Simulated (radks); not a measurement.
Trend from Sc to Zn: ionisation energy by Delta-SCF between NIST ground configurations, and size. All-electron calculation, Dirac Kohn-Sham, PBE, spin-unpolarised, spherical densities, point nucleus; open shells fill j = l - 1/2 first. Program: a radial shooting solver on a logarithmic mesh with Libxc functionals.

species  configuration  configuration of the ion  IE (eV)  NIST (eV)  kind  outermost  <r> outermost (bohr)
Sc        [Ar] 3d1 4s2              [Ar] 3d1 4s1    6.895      6.561  exp.      4s1/2                  3.72
Ti        [Ar] 3d2 4s2              [Ar] 3d2 4s1    7.344      6.828  exp.      4s1/2                  3.51
V         [Ar] 3d3 4s2                  [Ar] 3d4    7.176      6.746  exp.      4s1/2                  3.35
Cr        [Ar] 3d5 4s1                  [Ar] 3d5    6.896      6.767  exp.      4s1/2                  3.44
Mn        [Ar] 3d5 4s2              [Ar] 3d5 4s1    8.412      7.434  exp.      4s1/2                  3.10
Fe        [Ar] 3d6 4s2              [Ar] 3d6 4s1    8.726      7.902  exp.      4s1/2                  2.99
Co        [Ar] 3d7 4s2                  [Ar] 3d8    6.561      7.881  exp.      4s1/2                  2.89
Ni        [Ar] 3d8 4s2                  [Ar] 3d9    6.421      7.640  exp.      4s1/2                  2.81
Cu       [Ar] 3d10 4s1                 [Ar] 3d10    8.149      7.726  exp.      4s1/2                  2.94
Zn       [Ar] 3d10 4s2             [Ar] 3d10 4s1    9.889      9.394  exp.      4s1/2                  2.65

Reference values: NIST Atomic Spectra Database (measured). Spin polarisation and multiplet splitting are left out, so open shells lie too high by an amount that depends on their filling.

Beside tabulated values, note that spin-unpolarised runs miss the spin-polarisation part of the exchange energy of open shells.
